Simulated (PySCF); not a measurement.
First SCF of a structure search on singlet H2Se, at a hand-made bent geometry. PySCF input:

```python
from pyscf import gto, scf, dft
mol = gto.M(atom='''
Se     0.000000     0.000000     0.000000
H      1.212300     0.000000     0.848900
H     -1.212300     0.000000     0.848900''',
    basis={'Se': 'def2-TZVP', 'H': 'def2-TZVP'},
    charge=0, spin=0)
mf = dft.RKS(mol, xc='PBE')
mf.grids.atom_grid = (50, 194)
aux = {'Se': 'def2-universal-JKFIT', 'H': 'def2-universal-JKFIT'}
mf = mf.density_fit(auxbasis=aux)
mf.conv_tol = 1e-08
mf.diis_space = 10
mf.max_cycle = 60
mf.init_guess = 'minao'
mf.verbose = 4
mf.kernel()
```

Excerpt of the output (cycles and frontier levels):

```
init E= -2401.44705860248
  HOMO = -0.25786745120177  LUMO = -0.0517379203056452  gap/eV = 5.60907
cycle= 1 E= -2402.3608806071  delta_E= -0.914  |g|= 0.37  |ddm|= 1.29
  HOMO = -0.195945572579559  LUMO = -0.0386219330764153  gap/eV = 4.28099
cycle= 2 E= -2402.36493406184  delta_E= -0.00405  |g|= 0.268  |ddm|= 0.435
  HOMO = -0.218135627814684  LUMO = -0.0399390967800324  gap/eV = 4.84897
cycle= 3 E= -2402.37414639396  delta_E= -0.00921  |g|= 0.034  |ddm|= 0.223
  HOMO = -0.215994157453911  LUMO = -0.0408983134398531  gap/eV = 4.76460
cycle= 4 E= -2402.37450671436  delta_E= -0.00036  |g|= 0.00521  |ddm|= 0.0374
  HOMO = -0.217366233880518  LUMO = -0.0415470306387231  gap/eV = 4.78428
cycle= 5 E= -2402.3745120036  delta_E= -5.29e-06  |g|= 0.00178  |ddm|= 0.00749
  HOMO = -0.217082216413152  LUMO = -0.0413499817160909  gap/eV = 4.78192
cycle= 6 E= -2402.37451277767  delta_E= -7.74e-07  |g|= 0.000133  |ddm|= 0.00194
  HOMO = -0.217081712699851  LUMO = -0.0413463347799858  gap/eV = 4.78200
cycle= 7 E= -2402.37451278345  delta_E= -5.78e-09  |g|= 1.16e-05  |ddm|= 0.00016
  HOMO = -0.217082081443666  LUMO = -0.0413488311474897  gap/eV = 4.78195
Extra cycle  E= -2402.37451278347  delta_E= -2.59e-11  |g|= 7.11e-06  |ddm|= 2.36e-05
converged SCF energy = -2402.37451278347
```

No lower solution of this spin was found by a stability analysis within the restricted form, which does not test spin polarisation.

The search for the lowest solution, with the stability check, took 1.4 s on 2 threads of a shared AMD EPYC 9B45 (Zen 5) host, with 60 basis functions; the process peaked at 0.25 GiB. Launch command: `OMP_NUM_THREADS=2 python axn.py task.json out`.
